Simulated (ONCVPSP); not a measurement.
## Transferability test, ONCV potential for strontium (Sr)

ONCVPSP 4.0.1 input, shortened (lines: element, Z, core and valence counts, functional; n l f; lmax; l rc ep ncon nbas qcut; lloc lpopt rc5 dvloc0; l nproj debl; icmod fcfact rcfact), LDA (Perdew-Wang 92), scalar-relativistic:

```
  Sr 38.00    6    3  -001012      upf
    1    0    2.00
    2    0    2.00
    2    1    6.00
    3    0    2.00
    3    1    6.00
    3    2   10.00
    4    0    2.00
    4    1    6.00
    5    0    1.00
    2
    0    2.30    0.00    4    8    4.60
    1    1.75    0.00    4    8    4.30
    2    1.75    0.41    4    9    5.70
    4    5    1.60    0.00
    0    2    3.20
    1    2    1.70
    2    2    3.50
    0    0.00    0.00
```

In the d channel the program set the typed energies aside and used 0.050, 3.550 Ha.

Energies are relative to the spin-unpolarised reference configuration 4s2 4p6 5s1; without spin polarisation the order of configurations can differ from experiment.

**Question.** Give the all-electron excitation energy and the error of the potential for: 4s2 4p6 5s2; 4s2 4p6 5s0; 4s2 4p6 5s1.5; 4s2 4p6 4d1 5s1.

**Answer.**

| valence configuration | charge | ΔE all-electron (eV) | error AE − PS (meV) |
| --- | --- | --- | --- |
| 4s2 4p6 5s2 | 0 | -6.059 | +0.2 |
| 4s2 4p6 5s0 | +2 | 11.176 | -1.6 |
| 4s2 4p6 5s1.5 | +0.5 | -3.648 | +0.1 |
| 4s2 4p6 4d1 5s1 | 0 | -3.720 | -1.0 |

Levels in the configuration 4s2 4p6 4d1 5s1:

| level | all-electron (eV) | pseudo (eV) |
| --- | --- | --- |
| 4s | -39.907 | -39.929 |
| 4p | -21.925 | -21.933 |
| 5s | -3.413 | -3.414 |
| 4d | -1.004 | -1.003 |
